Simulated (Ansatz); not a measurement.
SiHMe2F (C2H7FSi). Total charge 0; singlet. Geometry PBE-D4/def2-SVP, basis def2-TZVP, Ansatz.

```tsv
run	HOMO (eV)	LUMO (eV)
A	-7.39	0.19
B	-7.81	0.55
C	-7.91	0.37
D	-7.49	0.07
E	-10.18	1.66
F	-11.14	2.48
```

The runs used B97M-V, BHLYP, BLYP, PBE, r2SCAN, ωB97M-V. Estimate which is which.

A BLYP (0 % exact exchange); B r2SCAN (0 % exact exchange); C B97M-V (0 % exact exchange); D PBE (0 % exact exchange); E BHLYP (50 % exact exchange); F ωB97M-V (range-separated). Exact exchange lowers occupied and raises empty levels; among semilocal functionals meta-GGAs tend to open the gap a little, and such runs are hard to tell apart. The gap grows from 7.56 eV (PBE) to 13.62 eV (ωB97M-V).
